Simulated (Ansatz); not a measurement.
All numbers were calculated with Ansatz.

A structure relaxed at PBE0-D4/def2-TZVP, charge 0, multiplicity 1:

```xyz
4

Br    1.2278    0.0738   -2.1041
In    0.0000   -0.0001    0.0001
Br    1.2092   -0.0375    2.1159
Br   -2.4370   -0.0361   -0.0119
```

Q: Give its formula and SMILES.

A: Br3In, `[Br][In]([Br])[Br]`.

Q: Point group (tolerance 0.08 Å, 0.16 Å for H)?

A: D3h.

Q: Summarise the bond lengths by kind.

A: 3 × Br–In 2.437 Å.
